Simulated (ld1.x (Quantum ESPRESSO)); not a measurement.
## An all-electron radial function and its pseudo partner (oxygen (O))

Columns: radius, all-electron u(r) and pseudo u(r) of the 2p shell (level -9.45 eV) of oxygen in the configuration [He] 2s1 2p5; PBE, scalar-relativistic, TM scheme, ld1.x (Quantum ESPRESSO) 7.5.

| r (bohr) | all-electron | pseudo |
| --- | --- | --- |
| 0.062 | 0.0460 | 0.0195 |
| 0.125 | 0.1478 | 0.0772 |
| 0.188 | 0.2681 | 0.1671 |
| 0.250 | 0.3855 | 0.2780 |
| 0.312 | 0.4925 | 0.4001 |
| 0.375 | 0.5864 | 0.5240 |
| 0.438 | 0.6642 | 0.6367 |
| 0.500 | 0.7257 | 0.7288 |
| 0.562 | 0.7731 | 0.7981 |
| 0.625 | 0.8080 | 0.8446 |
| 0.688 | 0.8310 | 0.8695 |
| 0.750 | 0.8437 | 0.8773 |
| 0.812 | 0.8482 | 0.8733 |
| 0.875 | 0.8456 | 0.8617 |
| 0.938 | 0.8373 | 0.8458 |
| 1.000 | 0.8246 | 0.8282 |
| 1.062 | 0.8083 | 0.8094 |
| 1.125 | 0.7890 | 0.7891 |
| 1.188 | 0.7675 | 0.7675 |
| 1.250 | 0.7448 | 0.7448 |
| 1.312 | 0.7211 | 0.7211 |
| 1.375 | 0.6963 | 0.6963 |
| 1.438 | 0.6712 | 0.6712 |
| 1.500 | 0.6463 | 0.6463 |
| 1.562 | 0.6216 | 0.6216 |
| 1.625 | 0.5967 | 0.5967 |

(1) How many radial nodes do the two functions have?

(2) At about which radius was the pseudo-wave matched?

(3) Is the pseudo-wave norm-conserving?

Answers

(1) The all-electron 2p function has n − l − 1 = 0; the pseudo-wave has 0.

(2) 1.25 bohr. The columns agree to 0.0005 from 1.12 bohr on; several derivatives are matched, so the curves merge somewhat inside the radius.

(3) Yes: the TM scheme keeps the norm inside the radius equal to the all-electron one, which fixes the energy derivative of the logarithmic derivative at the level.
